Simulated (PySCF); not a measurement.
# NMR problem set

Theory: J: B3LYP/pcJ-1 (spin–dipole term left out of most H,H and C,H couplings), structure optimised with GFN2-xTB, PBE0/pcSseg-1 with gauge-including orbitals, in PySCF 2.14.0 with density-fitted response routines (no solvent model, no relativistic terms, fast rotation and ring inversion assumed for equivalent nuclei, a single conformation).

References, each an isolated molecule treated in the same way: TMS for ¹H (σref 31.72) and ¹³C (σref 186.93). Multiplet labels drop J under 1 Hz and among equivalent protons, and merge close values. Unscaled 3J(H,H) run several per cent high. Splittings of carbon signals by F and P are missing where no couplings were computed. Where no couplings were computed, multiplicities follow the n + 1 count of equivalent neighbours, and m marks all less simple cases (inequivalent or close neighbours, rings, F or P nearby). Vicinal couplings that depend on rotamer populations or ring flexing (ring, CH–CH, X–H and H–F types) are those of the one conformer. One-bond C–F couplings are unscaled and too large by tens of Hz. Shifts are as computed. Against solution values, carbons near 30 ppm lie about +3 ppm off and those near 130 ppm about +5 ppm. Of 1211 compounds with measured shifts, 218 miss one by over three times the rms of a fit or turn the order of signals round; such compounds aren't used in these exercises.

Task: C7H7O4P. ¹H NMR (600 MHz, computed): δ 8.81 (m, 1H), 4.09 (s, 3H), 2.74 (s, 3H). ¹³C{¹H} NMR (computed): δ 197.6, 188.3, 167.3, 161.8, 152.0, 54.5, 33.9. Give a structure.

Result: SMILES C(OC)(=O)c1ocpc1C(C)=O. 7 carbon signals for 7 carbons: no two carbons are equivalent. Carbon types of the structure: 4 × C, 1 × CH, 2 × CH3, which accounts for all hydrogens. δC 197.6: ketone carbonyl carbon; low-lying n→π* states of the double bond to the heteroatom give a large paramagnetic term (-254 ppm). δC 167.3: ester carbonyl carbon; it is a carbonyl in resonance with an O or N lone pair, the region of acids, esters and amides. δC 152.0: substituted aromatic carbon. δH 8.81: hydrogen on an aromatic CH next to the ring oxygen; the ring current deshields protons in the ring plane.

This is the structure that produced the data.

Task: C5H7F. ¹H NMR (400 MHz, computed): δ 6.78 (d of quint, J = 88.7, 3.5 Hz, 1H), 2.95 (m, 2H), 2.81 (m, 2H), 2.04 (m, 2H). ¹³C{¹H} NMR (computed): δ 153.2 (CH, d, J = 318.7 Hz), 125.8 (C, d, J = 9.3 Hz), 26.2 (CH2, d, J = 6.1 Hz), 25.3 (CH2, d, J = 7.2 Hz), 16.7 (CH2). What is it?

Result: `C1C(=CF)CC1`. The formula gives 2 degrees of unsaturation (1 ring in the answer). 5 carbon signals for 5 carbons: no two carbons are equivalent. Carbon types of the structure: 1 × C, 1 × CH, 3 × CH2, which accounts for all hydrogens. δC 153.2: alkene CH; as expected for a trigonal carbon in a double bond. δC 125.8: fully substituted alkene carbon; as expected for a trigonal carbon in a double bond. δC 16.7: sp3 CH2 in a ring; a saturated carbon with 2 carbon neighbours and no heteroatom attached. δH 2.95, 2.81: hydrogen on an allylic sp3 CH2; allylic position.

The data come from this structure; uniqueness wasn't tested.

Task: C5H7F. ¹H NMR (400 MHz, computed): δ 2.10 (d, J = 5.2 Hz, 1H), 1.64 (d, J = 17.9 Hz, 6H). ¹³C{¹H} NMR (computed): δ 89.4 (C, d, J = 26.5 Hz), 87.8 (C, d, J = 221.6 Hz), 81.9 (CH, d, J = 6.7 Hz), 31.7 (CH3, d, J = 25.6 Hz). What is it?

Result: `C#CC(C)(C)F`. The formula gives 2 degrees of unsaturation (no ring in the answer). 4 carbon signals for 5 carbons: some carbons are equivalent by symmetry or fast rotation. Carbon types of the structure: 2 × C, 1 × CH, 2 × CH3, which accounts for all hydrogens. δC 89.4: alkyne carbon; the triple bond shields along its axis, which puts it between sp3 and sp2 carbons. δC 87.8: propargylic fully substituted sp3 carbon bonded to F; pulled downfield by the heteroatom. δC 81.9: terminal alkyne carbon; the triple bond shields along its axis, which puts it between sp3 and sp2 carbons. δC 31.7: methyl carbon; saturated and bonded to C and H only.

This is the structure that produced the data.
